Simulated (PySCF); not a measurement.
# Relaxation of singlet SeOF₂

Method: PBE0/[Se def2-TZVP, O def2-TZVP, F def2-TZVP], no relativity, density fitting, PySCF. A (50,194) grid was used.

A start displaced from a saddle point along its imaginary mode, of Cs symmetry, held to at least that symmetry:

```xyz
4
charge 0 multiplicity 1, angstrom
Se    0.0721    0.1248    0.0627
O    -0.7165   -1.2411   -0.0282
F     1.7154   -0.6438   -0.1200
F    -1.4153    1.1636   -0.1200
```

Optimiser trace:
```csv
step,E − E(last) (kJ/mol),largest gradient (Eh/bohr)
0,139.43,0.01116
1,124.71,0.02400
2,116.25,0.03478
3,99.25,0.03129
4,66.85,0.02734
5,27.23,0.02176
6,1.22,0.01834
7,0.70,0.00962
8,0.07,0.00478
9,0.00,0.00013
10,0.00,0.00001
```

It ends at Cs with Se–F 1.733 Å (×2), Se–O 1.575 Å; F–Se–F 92.1°, F–Se–O 104.5° (×2) (after a last refinement on a finer grid). A frequency run shows a minimum.

Final geometry:
Coordinates in bohr (charge 0 multiplicity 1):
```
Se   -0.0301   -0.0521    0.6108
O    -1.4523   -2.5157   -0.2658
F     2.7173   -0.0109   -1.1715
F    -1.3682    2.3478   -1.1715
```
